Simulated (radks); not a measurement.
Co2+, 25 electrons, occupied as [Ar] 3d7 (the NIST ground configuration). Calculated with a radial shooting solver on a logarithmic mesh with Libxc functionals: Dirac Kohn-Sham, LDA (Slater exchange, Perdew-Wang correlation), spin-unpolarised, spherical densities, finite nucleus; open shells fill j = l - 1/2 first; Fermi nuclear charge, rms radius 3.7875 fm.

X-ray form factor f0, the Fourier transform of the density (f0(0) = 25):

| sin(theta)/lambda (1/angstrom) | f0 (electrons) |
|---|---|
| 0.05 | 24.706 |
| 0.1 | 23.872 |
| 0.15 | 22.617 |
| 0.2 | 21.093 |
| 0.25 | 19.444 |
| 0.3 | 17.784 |
| 0.4 | 14.721 |
| 0.5 | 12.220 |
| 0.6 | 10.325 |
| 0.8 | 7.977 |
| 1 | 6.747 |
| 1.25 | 5.766 |
| 1.5 | 4.921 |
| 2 | 3.414 |
